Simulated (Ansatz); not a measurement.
```yaml
crystal:
  periodic: [false, false, false]
  atoms:
    - {symbol: Cl, position_ang: [-0.803388, -0.141168, 2.167011]}
    - {symbol: Hf, position_ang: [0.006269, -0.041774, -0.000901]}
    - {symbol: Cl, position_ang: [2.026911, -1.168195, -0.117026]}
    - {symbol: Cl, position_ang: [-1.513735, -1.042905, -1.433598]}
    - {symbol: Br, position_ang: [0.333841, 2.320442, -0.656985]}
basis:
  gaussian: {orbitals: def2-TZVPP, final_grid: {core_spheres: 5, valence_spheres: 4, degree: 11}}
hamiltonian: {xc: {name: BLYP}}
```

```sh
$ ansatz run in.yaml --threads 4 --pin off --events-out ev --progress --plain --max-ram 10444MiB
```

Shortened log:

```
Functional definition: BLYP
1616 factors; their error is unknown
mean field evaluation 1: about -108929.4864 eV, gradient 2.8e1 eV
mean field evaluation 2: about -108927.8079 eV, gradient 4.0e1 eV
mean field evaluation 4: about -108931.1470 eV, gradient 4.3e0 eV
mean field evaluation 8: about -108931.1105 eV, gradient 1.0e0 eV
mean field evaluation 16: about -108931.1119 eV, gradient 2.4e-3 eV
mean field -108931.11185569 eV, -4003.1445245372 hartree, gradient 5.7e-5 eV, S^2 0.000000; 0 other end points of the search recorded, 0 dependent functions left out
reference -108931.11216842 eV, -4003.1445360298 hartree; 49, 49 occupied and 181, 181 virtual orbitals, 1616 factors
Total energy: -108931.11216842 eV, -4003.1445360298 hartree
```

Run time 2 s (4 threads of an Arm Neoverse V1 on a shared host); peak host memory 0.44 GiB.
